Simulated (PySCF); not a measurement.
Delta-SCF ions had no search for a lower state. Excitations are Tamm–Dancoff values on a coarser integration grid. The basis has no diffuse functions, so Rydberg states are missing or too high.

## AlI3, SMILES `[I][Al]([I])[I]` (charge 0, multiplicity 1)

These are PySCF with PBE-D3(BJ)/def2-TZVP // B3LYP-D3(BJ)/def2-TZVP values and carry that method's errors.

```yaml
HOMO: -6.62 eV
dipole_moment: 0.000 e·Å
HOMO–LUMO gap: 3.87 eV
LUMO: -2.74 eV
S1 excitation (TDA): 4.00 eV
S1 oscillator strength: 0.000
T1 excitation (TDA): 3.76 eV
S1–T1 gap (TDA): 0.24 eV
vertical ionisation energy (Delta-SCF): 8.94 eV
total_energy: -1135.5827 Ha
cost: around 2.2 core-minutes (rough)
```

Bond lengths (Å): I1–Al2 2.463, Al2–I3 2.463, Al2–I4 2.463. Angles (°): I1–Al2–I3 120.0, I1–Al2–I4 120.0, I3–Al2–I4 120.0.
